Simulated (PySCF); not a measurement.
SbHCl₂, SMILES [SbH]([Cl])[Cl]. The structure is a stationary point at B3LYP-D3(BJ)/def2-TZVP. The def2 effective core potentials stand for the cores of Sb; spin–orbit coupling is left out.

Calculation: B3LYP-D3(BJ)/def2-TZVP run with PySCF.

Harmonic wavenumbers (cm⁻¹): 120, 344, 358, 620, 631, 1909. Rotational constants (GHz): 4.643, 2.157, 1.498; symmetry number 1.

Work out the zero-point energy and the ideal-gas rigid-rotor harmonic-oscillator thermochemistry at 298.15 K and 1 atm.

ZPE = ½ Σ hcν = ½ × 3982 cm⁻¹ = 5.69 kcal/mol. H − E(el) = 9.14 kcal/mol. Entropy in cal/(mol K): translation 41.69, rotation 27.46, vibration 6.24, total 75.39. G − E(el) = -13.34 kcal/mol. Cp = 15.00 cal/(mol K). Modes under 150 cm⁻¹ make the vibrational entropy uncertain.
